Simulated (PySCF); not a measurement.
C7H6BrN.
Z-matrix (Å and degrees, PBE0-D3(BJ)/def2-SVP geometry), rows numbered from 1:
```
N 
C   1  1.2692
C   2  1.4791  1  129.01
C   3  1.4013  2  122.51  1     0.17
C   4  1.3884  3  121.07  2  -179.92
C   5  1.3969  4  119.30  3     0.04
Br  6  1.8829  5  119.57  4   179.97
C   6  1.3936  5  120.80  4    -0.07
C   8  1.3913  6  119.13  5     0.05
H   1  1.0264  2  111.16  3    -0.05
H   2  1.1042  1  116.93  3  -179.94
H   4  1.0935  3  120.09  2     0.10
H   5  1.0912  4  120.71  3  -179.98
H   8  1.0911  6  120.10  5  -179.97
H   9  1.0936  3  119.31  2    -0.08
```

Level: B3LYP/def2-SVPD in PySCF, non-relativistic, on one gas-phase PBE0-D3(BJ)/def2-SVP geometry that isn't relaxed in the solvent. The solvent is an IEF-PCM continuum (van der Waals radii × 1.2), and excitations are vertical TDDFT with non-equilibrium linear response and a frozen core. Only the electrostatic response of the medium enters. Spin–orbit coupling is left out although an atom past zinc is present.

| run | E − E(gas) (kcal/mol) | HOMO (eV) | HOMO–LUMO gap (eV) | dipole (D) | lowest singlet (eV) | static polarisability (au) |
| --- | --- | --- | --- | --- | --- | --- |
| gas | 0.00 | -7.07 | 5.01 | 1.51 | 4.39 | 116.9 |
| P | -4.91 | -6.97 | 5.02 | 1.81 | 4.55 | 151.0 |
| Q | -7.01 | -6.95 | 5.03 | 1.93 | 4.61 | 167.9 |

The runs were made in chloroform and dimethylsulfoxide. Which run belongs to which solvent?

P = chloroform, Q = dimethylsulfoxide. The dielectric constants are 4.711 (chloroform), 46.83 (dimethylsulfoxide), and the energy falls further as ε rises. The optical constants n² used for the excitations are 2.09, 2.19 in the same order. In this model the ground state sees the solvent through ε alone.

How constant is the ratio of the lowering to (ε − 1)/(2ε + 1)?

```tsv
solvent	(ε − 1)/(2ε + 1)	E − E(gas) (kcal/mol)	ratio (kcal/mol)	polarisation term (kcal/mol)
chloroform	0.356	-4.91	-13.8	-5.57
dimethylsulfoxide	0.484	-7.01	-14.5	-8.37
```

The ratio changes by +5.0 % in size from chloroform to dimethylsulfoxide. The polarisation term is half the interaction of the solute with the induced surface charges.
